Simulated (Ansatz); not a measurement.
Consider the silylene formation by 1,1-elimination: `CC(S)[SiH2]F` → `CC(F)S` + `[SiH2]`.

Calculated with Ansatz (gas phase, PBE0-D4/def2-TZVP geometries, no zero-point term in ΔE). CCSD(T)/CBS is the MP2 limit (def2-TZVPP, def2-QZVPP) plus CCSD(T) − MP2 in def2-TZVPP, frozen cores. This one scheme is used for every species. Functionals use def2-TZVPP. B3LYP here is the variant with VWN-RPA as its local correlation; programs differ in this. HSE06 is defined as in plane-wave codes. One conformer a species, not always the lowest.

`CC(S)[SiH2]F`:

```xyz
12

C     0.417   -0.414    1.365
C     0.060    0.569    0.266
S    -1.670    1.144    0.318
Si    0.242   -0.033   -1.493
F     1.704   -0.657   -1.731
H     0.210    0.006    2.352
H    -0.158   -1.339    1.268
H     1.478   -0.676    1.312
H     0.633    1.495    0.379
H    -2.242   -0.060    0.143
H    -0.741   -1.120   -1.731
H     0.068    1.085   -2.446
```

`CC(F)S`:

Z-matrix (Å, degrees):
```
C
C 1 1.506
H 1 1.090 2 110.4
H 1 1.092 2 110.3 3 120.3
H 1 1.092 2 109.7 3 -120.3
F 2 1.384 1 108.6 3 176.4
S 2 1.800 1 114.3 3 -59.2
H 2 1.094 1 111.4 3 58.9
H 7 1.344 2 96.1 1 -45.3
```

`[SiH2]`:

Cartesian coordinates in Å:
```
Si -0.190 -0.665 0.168
H -0.387 0.224 -1.055
H 0.577 0.441 0.887
```

| level | ΔE (kJ/mol) | difference from CCSD(T)/CBS |
| --- | --- | --- |
| LDA (SPW92) | 450.1 | 9.4 |
| revPBE-D4 | 420.2 | -20.5 |
| r2SCAN-D4 | 449.9 | 9.2 |
| B97M-V | 424.6 | -16.1 |
| B3LYP-D4 | 425.4 | -15.3 |
| r2SCAN0-D4 | 455.6 | 14.9 |
| HSE06-D4 | 438.5 | -2.2 |
| BHLYP-D4 | 440.9 | 0.2 |
| CAM-B3LYP-D4 | 432.6 | -8.1 |
| ωB97X-V | 437.0 | -3.7 |
| ωB97M-V | 428.5 | -12.2 |
| PBE-QIDH | 453.7 | 13.0 |
| PBE | 414.6 | -26.1 |
| revPBE | 396.9 | -43.8 |
| BLYP | 389.5 | -51.2 |
| r2SCAN | 447.2 | 6.5 |
| PBE0 | 429.8 | -10.9 |
| B3LYP | 408.5 | -32.2 |
| r2SCANh | 449.2 | 8.5 |
| r2SCAN0 | 452.3 | 11.6 |
| HSE06 | 429.8 | -10.9 |
| BHLYP | 426.2 | -14.5 |
| CAM-B3LYP | 423.0 | -17.7 |
| LC-ωPBE | 445.1 | 4.4 |
| RPA@PBE/def2-TZVPP | 403.8 | -36.9 |
| HF/def2-SVP | 388.0 | -52.7 |
| MP2/def2-SVP | 430.3 | -10.4 |
| CCSD/def2-SVP | 394.2 | -46.5 |
| CCSD(T)/def2-SVP | 396.9 | -43.8 |
| HF/def2-TZVPP | 411.0 | -29.7 |
| MP2/def2-TZVPP | 462.1 | 21.4 |
| SCS-MP2/def2-TZVPP | 443.8 | 3.1 |
| CCSD/def2-TZVPP | 425.1 | -15.6 |
| CCSD(T)/def2-TZVPP | 429.2 | -11.5 |
| HF/def2-QZVPP | 413.7 | -27.0 |
| MP2/def2-QZVPP | 469.6 | 28.9 |
| SCS-MP2/def2-QZVPP | 451.5 | 10.8 |
| HF/CBS(def2) | 414.1 | -26.6 |
| MP2/CBS(def2) | 473.5 | 32.8 |
| CCSD/CBS(def2) | 436.5 | -4.2 |
| CCSD(T)/CBS | 440.7 | 0 |

Largest T1 diagnostic among the species: 0.014.

The D4 term adds +17.0 kJ/mol with B3LYP and +9.2 kJ/mol with PBE0; it sums over pairs of atoms, weighted by their polarisabilities, and B3LYP, whose exchange is more repulsive, gets the larger term. Leaving LDA and LC-ωPBE aside and taking each functional with its dispersion term where it has one, the values, not all of them listed here, spread over 44.4 kJ/mol, from BLYP-D4 to r2SCAN0-D4. LDA lies +35.5 kJ/mol from PBE without D4.

CCSD(T)/CBS has its own doubt, a few kJ/mol and more with outer-core shells, so smaller differences from it don't rank the levels.
